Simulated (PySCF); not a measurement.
## Spin states and ions at one geometry of TaF4

PySCF 2.14.0, UKS PBE0, Ta def2-SVP with ECP60, F def2-SVP; non-relativistic Hamiltonian with scalar-relativistic core potentials where named; density fitting; no spin-orbit coupling; singlets restricted, open shells unrestricted. The geometry is relaxed for charge 0, doublet, vacuum:

```xyz
5

Ta    0.0000    0.0000    0.0000
F     1.7548    0.0000   -0.6464
F     0.0000    1.7548    0.6464
F    -1.7548    0.0000   -0.6464
F     0.0000   -1.7548    0.6464
```

Energies count from the relaxed state; an electron taken off or put on is at rest in vacuum. Charges and spins are Mulliken's.

Task: Order these states by energy, lowest first.
A. charge -1, singlet, vacuum
B. charge +1, triplet, vacuum
C. charge 0, quartet, vacuum
D. charge -1, triplet, vacuum
E. charge +1, singlet, vacuum
F. charge 0, doublet, vacuum

Result: A (-0.80 eV), F (0.00 eV), D (0.68 eV), C (8.34 eV), E (9.18 eV), B (14.59 eV).

Task: How do charge and spin on the first atom follow?

Result: 
```tsv
state	spin squared	charge on Ta1 (e)	spin on Ta1 (e)	dipole about the centre of mass (D)
charge 0, doublet, vacuum	0.75	1.32	1.00	0.00
charge 0, quartet, vacuum	3.76	0.93	1.82	0.71
charge +1, singlet, vacuum	0.00	1.85	0.00	0.00
charge +1, triplet, vacuum	2.01	1.56	0.85	0.00
charge -1, singlet, vacuum	0.00	0.51	0.00	0.00
charge -1, triplet, vacuum	2.00	0.68	1.92	0.00
```

With an electron taken off (singlet, the lower of the two states computed) the charges change, summed by element, by Ta +0.53 e, F +0.47 e. The vertical ionisation energy is 9.18 eV, against −ε(HOMO) = 6.70 eV over both spins of the relaxed state. The level lies 2.5 eV too high, as is usual for semilocal functionals and global hybrids, which keep a self-interaction error.

With an electron put on (singlet, the lower of the two states computed) the charges change, summed by element, by Ta -0.81 e, F -0.19 e. The vertical electron affinity is 0.80 eV, against −ε(LUMO) = 2.72 eV over both spins of the relaxed state. The basis has no diffuse functions, which an added electron needs. The added electron's level lies above zero.

Open shells may have lower solutions than those found.
